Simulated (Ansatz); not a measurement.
C2H10N2Ti (`[CH3][Ti]([CH3])([NH2])[NH2]`), 15 atoms. The species carries charge 0 and has multiplicity 1. Correlated methods include outer-core shells of Ti, which these sets cover unevenly. Scalar relativity is left out up to krypton. All runs use 4 threads of an Arm Neoverse V2 on a shared host. Correlated methods freeze the cores.

(1) How many basis functions does each run have, and how long does it take in Ansatz? RHF-CCSD(T)/def2-SVP energy; RHF-MP2/def2-TZVPP energy; RKS PBE0-D4/def2-TZVPP energy; RKS CAM-B3LYP-D4/def2-TZVPP energy; RKS PBE0-D4/def2-TZVP frequencies; RKS PBE0-D4/def2-TZVP relaxation (7 steps); RKS B3LYP-D4/def2-TZVPP energy and forces; RHF-MP2/def2-QZVPP energy; RKS PBE0-D4/def2-QZVPP energy; RKS ωB97M-V/def2-QZVPP energy; RKS revPBE-D4/def2-TZVPP energy; RKS ωB97M-V/def2-SVP energy. (Best estimate.)

Answers

(1) The calculation gave: Other jobs shared the machine, so times are rough.

```tsv
level	job	functions	wall time	peak host memory (GiB)
RKS revPBE-D4/def2-TZVPP	energy	328	3.7 s	0.5
RKS PBE0-D4/def2-TZVPP	energy	328	5.5 s	1
RKS CAM-B3LYP-D4/def2-TZVPP	energy	328	6.5 s	1.2
RHF-MP2/def2-TZVPP	energy	328	7 s	1.1
RKS ωB97M-V/def2-SVP	energy	137	8 s	0.72
RKS B3LYP-D4/def2-TZVPP	energy and forces	328	9 s	1.2
RKS PBE0-D4/def2-QZVPP	energy	621	14 s	2.8
RHF-CCSD(T)/def2-SVP	energy	137	25 s	1.1
RKS ωB97M-V/def2-QZVPP	energy	621	32 s	3.2
RKS PBE0-D4/def2-TZVP	relaxation (7 steps)	229	35 s	0.72
RHF-MP2/def2-QZVPP	energy	621	46 s	5.5
RKS PBE0-D4/def2-TZVP	frequencies	229	4.7 min	0.73
```

B3LYP here is the variant with VWN-RPA as its local correlation; programs differ in this.
